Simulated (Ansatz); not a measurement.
The cluster Mg₂S₂⁺ was relaxed with PBE0-D4 (def2-TZVP) in Ansatz in these states: charge +1 doublet, charge +1 quartet. The geometries follow in no particular order.

A:

```
atom   x (Å)   y (Å)   z (Å)
 Mg1   0.326  -0.964   2.203
 Mg2  -0.322   1.007  -2.184
  S3  -0.996   0.001   0.149
  S4   0.992  -0.044  -0.167
```

B:

```xyz
4

Mg    0.756    0.536   -1.746
Mg   -0.005   -0.916    1.751
S    -0.827   -0.712   -0.476
S     0.077    1.091    0.470
```

Q: Judge from the bond lengths which geometry belongs to which state (an estimate).

A: A is the charge +1 quartet (Mg1–S4 2.628 Å, Mg2–S3 2.628 Å, Mg2–S4 2.627 Å); B is the charge +1 doublet (Mg1–S4 2.383 Å, Mg2–S3 2.383 Å, Mg2–S4 2.383 Å).

At PBE0-D4/def2-TZVP a doublet lies 0.94 eV below the charge +1 quartet. These are the stationary points nearest to one start from a short search; other shapes may lie lower in each state.
